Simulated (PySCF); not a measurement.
## Be₂: from constants to spectrum

PBE0 constants of Be₂, ¹Σg⁺ (singlet), closed shell (basis Be STO-3G; no relativity; PySCF 2.14; masses 9.0122 and 9.0122 u):

```
ωe              : 419.4 cm⁻¹
ωexe            : 7.71 cm⁻¹
Be              : 0.65617 cm⁻¹
αe              : 0.0137 cm⁻¹
D (centrifugal) : 6.43e-06 cm⁻¹
De to Be + Be   : 0.58 eV
```

(1) Give the vibrational terms G(v) and spacings up to v = 6.

(2) How well does the Morse estimate ωe²/(4ωexe) reproduce De, and what is D0?

Closed-shell solutions of metal pairs were not tested for spin polarisation, which can lower them a little. STO-3G is very small, so such numbers show the basis as much as the molecule.

Results:

(1) G(v) = ωe(v+½) − ωexe(v+½)².

```json
{"v": "0", "G(v) (cm⁻¹)": "208", "G(v) − G(v−1)": "", "Bv (cm⁻¹)": "0.6493"}
{"v": "1", "G(v) (cm⁻¹)": "612", "G(v) − G(v−1)": "404", "Bv (cm⁻¹)": "0.6356"}
{"v": "2", "G(v) (cm⁻¹)": "1000", "G(v) − G(v−1)": "389", "Bv (cm⁻¹)": "0.6219"}
{"v": "3", "G(v) (cm⁻¹)": "1373", "G(v) − G(v−1)": "373", "Bv (cm⁻¹)": "0.6082"}
{"v": "4", "G(v) (cm⁻¹)": "1731", "G(v) − G(v−1)": "358", "Bv (cm⁻¹)": "0.5945"}
{"v": "5", "G(v) (cm⁻¹)": "2073", "G(v) − G(v−1)": "342", "Bv (cm⁻¹)": "0.5808"}
{"v": "6", "G(v) (cm⁻¹)": "2400", "G(v) − G(v−1)": "327", "Bv (cm⁻¹)": "0.5671"}
```

(2) It gives 0.71 eV, 122 % of the computed De. D0 = De − G(0) = 0.58 − 0.03 = 0.55 eV.
